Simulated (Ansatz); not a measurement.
Two isomers of C2H8OSi2: A = `CC(=O)[SiH2][SiH3]`, B = `C1O[SiH2]C[SiH2]1`.

Program: Ansatz. Geometries: PBE0-D4/def2-TZVP. ΔE: electronic, gas phase. CBS: MP2 limit from def2 TZ/QZ plus the TZ coupled-cluster correction, frozen cores. DFT in def2-TZVPP. B3LYP here is the variant with VWN-RPA as its local correlation; programs differ in this. Each species was taken in one conformer, which may not be the lowest.

Which isomer does CCSD(T)/CBS put lower? Give the gap. (An estimate is asked.)

Ansatz gave: B, by 179.7 kJ/mol.

Give E(B) − E(A) in kJ/mol with BLYP-D4, MP2/def2-TZVPP, PBE0-D4, r2SCAN-D4, B3LYP-D4, CCSD(T)/def2-TZVPP, B3LYP. (Estimate.)

Ansatz gave: BLYP-D4 -141.1, MP2/def2-TZVPP -191.7, PBE0-D4 -170.3, r2SCAN-D4 -168.8, B3LYP-D4 -160.1, CCSD(T)/def2-TZVPP -172.7, B3LYP -153.3. None reverses the order clearly.

Does the order hold for the free energy at 298.15 K (harmonic terms from PBE0-D4)? (An estimate is asked.)

Ansatz gave: Yes: G(B) − G(A) = -155.4 kJ/mol, for one conformer each. Modes under 60 cm⁻¹, often nearly free rotors, make the harmonic entropy too high.

Largest T1 diagnostic: 0.015.

The D4 term adds −6.8 kJ/mol with B3LYP and −3.1 kJ/mol with PBE0; it sums over pairs of atoms, weighted by their polarisabilities, and B3LYP, whose exchange is more repulsive, gets the larger term. Leaving LDA and LC-ωPBE aside and taking each functional with its dispersion term where it has one, the values, not all of them listed here, spread over 47.5 kJ/mol, from PBE-QIDH to BLYP-D4. LDA lies −37.1 kJ/mol from PBE without D4.
